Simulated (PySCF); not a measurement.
Gas-phase reaction: SnH4 + 2 SnHCl3 → 3 SnCl2 + 6 H

Energies from PySCF, thermal terms from the rigid-rotor harmonic-oscillator model, ideal gas at 1 bar. † marks an energy on the PBE0/def2-TZVP geometry and frequencies. MP2 and CCSD(T) freeze the core. Open shells (unrestricted): H (multiplicity 2); the rest are closed-shell singlets. Sn: scalar-relativistic def2 core potential, no spin-orbit coupling. SnHCl3: computed as isolated molecules; such fragments, hydroxides, amides, oligomers or adducts are transient or little studied in the gas. MP2 isn't extrapolated to the basis-set limit; its ΔH°(298 K) is 1145.4 kJ in def2-SVP and 1129.3 kJ in def2-TZVPP. CCSD(T) isn't extrapolated to the basis-set limit; its ΔH°(298 K) is 1192.9 kJ in def2-SVP and 1226.9 kJ in def2-TZVPP. The harmonic model lacks anharmonicity and excited electronic states, which grow with temperature; levels with a mode under 35 cm⁻¹ are left out. Soft modes under 120 cm⁻¹ make the harmonic entropy rough for SnHCl3, SnCl2.

```
level                ΔE electronic, kJ  ΔH°(298 K), kJ  ΔS°(298 K), J/K  ΔG°(600 K), kJ
-------------------  -----------------  --------------  ---------------  --------------
BLYP/def2-TZVP†                   1140            1060              686             642
CCSD(T)/def2-TZVPP†               1307            1227              686             809
MP2/def2-SVP†                     1225            1145              686             727
PBE/def2-TZVP†                    1170            1090              686             672
PBE0/def2-SVP†                    1218            1138              686             720
r2SCAN/def2-TZVP†                 1255            1175              686             757
ωB97M-V/def2-TZVP†                1290            1210              686             792
ωB97X-V/def2-TZVP†                1310            1230              686             812
```
ΔH° is lowest at BLYP/def2-TZVP† and highest at ωB97X-V/def2-TZVP†. No reference value is set beside these.
